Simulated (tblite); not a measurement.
C6H11OS (charge -1).
Numbering: `[CH3:1][C@@H:2]([OH:3])[CH2:4][C@@H:5]1[CH2:6][C@H:7]1[S-:8]` (hydrogens: H9, H10, H11 on C1; H12 on C2; H13 on O3; H14, H15 on C4; H16 on C5; H17, H18 on C6; H19 on C7)

Computed with GFN2-xTB (tblite), gas phase: L-BFGS steps from a force-field or distance-geometry start until the largest atomic force falls under 0.01 eV/Å.

Step 3: E = -706.2765 eV
```
atom  x, y, z in Å  |  force x, y, z in eV/Å
C1     -2.1676    1.5429   -0.5445    0.197  -0.128   0.021
C2     -1.3378    0.3309   -0.1036   -0.049   0.158   0.076
O3     -1.4820   -0.6800   -1.0730   -0.019   0.013  -0.050
C4      0.1410    0.7171    0.1023   -0.086   0.001  -0.068
C5      0.8929   -0.4158    0.7413   -0.011  -0.031   0.066
C6      2.3875   -0.5507    0.6435    0.001  -0.056  -0.084
C7      1.4872   -1.5185   -0.0916    0.088   0.244  -0.198
S8      1.2774   -3.1783    0.4403    0.017  -0.328  -0.086
H9     -2.1044    2.3295    0.2032   -0.012  -0.002   0.016
H10    -1.7877    1.9183   -1.4897    0.023   0.015  -0.057
H11    -3.2032    1.2554   -0.6786   -0.117  -0.048  -0.015
H12    -1.7521   -0.0472    0.8503    0.097   0.124   0.054
H13    -0.9299   -1.4249   -0.7921    0.072   0.004  -0.036
H14     0.5788    0.9425   -0.8724   -0.012   0.074  -0.041
H15     0.2076    1.6086    0.7320   -0.097   0.139   0.008
H16     0.4597   -0.7142    1.6917    0.027  -0.112   0.020
H17     2.9153   -0.9389    1.5021   -0.001   0.090   0.078
H18     2.9400    0.1948    0.0804   -0.025  -0.024  -0.008
H19     1.4675   -1.3623   -1.1842   -0.093  -0.134   0.304
```

Step 4: E = -706.2860 eV
```
atom  x, y, z in Å  |  force x, y, z in eV/Å
C1     -2.1673    1.5416   -0.5467    0.123  -0.077   0.029
C2     -1.3368    0.3346   -0.1037   -0.037   0.062   0.063
O3     -1.4823   -0.6787   -1.0720   -0.006   0.011  -0.032
C4      0.1401    0.7202    0.1038   -0.067   0.004  -0.062
C5      0.8946   -0.4143    0.7403   -0.028  -0.038   0.060
C6      2.3889   -0.5498    0.6415   -0.025  -0.082  -0.050
C7      1.4858   -1.5224   -0.0862    0.119   0.215  -0.136
S8      1.2791   -3.1921    0.4323    0.024  -0.178  -0.073
H9     -2.1043    2.3265    0.2027   -0.018   0.020   0.009
H10    -1.7846    1.9182   -1.4910   -0.011   0.006  -0.046
H11    -3.2059    1.2536   -0.6773   -0.031  -0.029  -0.031
H12    -1.7456   -0.0400    0.8520    0.047   0.088   0.081
H13    -0.9276   -1.4234   -0.7948    0.063   0.021  -0.028
H14     0.5750    0.9439   -0.8711    0.028   0.096  -0.075
H15     0.2013    1.6167    0.7312   -0.064   0.056  -0.012
H16     0.4636   -0.7213    1.6850   -0.022  -0.083   0.145
H17     2.9131   -0.9358    1.5033    0.021   0.102   0.079
H18     2.9407    0.1984    0.0795   -0.038  -0.075  -0.008
H19     1.4624   -1.3666   -1.1713   -0.078  -0.120   0.088
```

Task: Estimate the geometry and energy of step 5. (The exact step hangs on the optimiser's Hessian estimate; all steps are aligned on step 4, rigid shifts and turns removed.)

Result: E = -706.2909 eV, largest force 0.162 eV/Å
```
atom  x, y, z in Å  |  force x, y, z in eV/Å
C1     -2.1660    1.5400   -0.5477    0.021  -0.005   0.012
C2     -1.3366    0.3369   -0.1030   -0.007  -0.017   0.028
O3     -1.4824   -0.6776   -1.0717    0.005   0.009   0.005
C4      0.1388    0.7223    0.1039   -0.011   0.002  -0.034
C5      0.8949   -0.4140    0.7406   -0.055  -0.019   0.063
C6      2.3894   -0.5506    0.6399   -0.006  -0.049   0.014
C7      1.4869   -1.5220   -0.0844    0.077   0.044  -0.032
S8      1.2806   -3.2020    0.4263    0.038  -0.027  -0.083
H9     -2.1045    2.3251    0.2025   -0.019   0.021  -0.005
H10    -1.7831    1.9181   -1.4923   -0.028  -0.009  -0.021
H11    -3.2072    1.2522   -0.6771    0.042  -0.013  -0.034
H12    -1.7413   -0.0345    0.8545    0.015   0.059   0.090
H13    -0.9253   -1.4221   -0.7969    0.051   0.037  -0.026
H14     0.5734    0.9463   -0.8716    0.032   0.091  -0.060
H15     0.1967    1.6218    0.7303   -0.043  -0.001  -0.031
H16     0.4653   -0.7267    1.6840   -0.029  -0.049   0.152
H17     2.9122   -0.9322    1.5052    0.021   0.100   0.056
H18     2.9404    0.1991    0.0788   -0.039  -0.086  -0.012
H19     1.4582   -1.3709   -1.1637   -0.063  -0.087  -0.083
```

The energy changes by -0.0048 eV. The first-order estimate −F·Δx gives -0.0071 eV and the mean of the old and new forces, exact on a quadratic surface, -0.0048 eV. The step makes an angle of 52° with the force vector and moves no atom by more than 0.012 Å.

The cost below is that of the whole relaxation. On an Intel Xeon Platinum 8259CL at 2.50 GHz with one thread, shared host with 96 logical CPUs at a one-minute load of 51, this took 0.71 s.
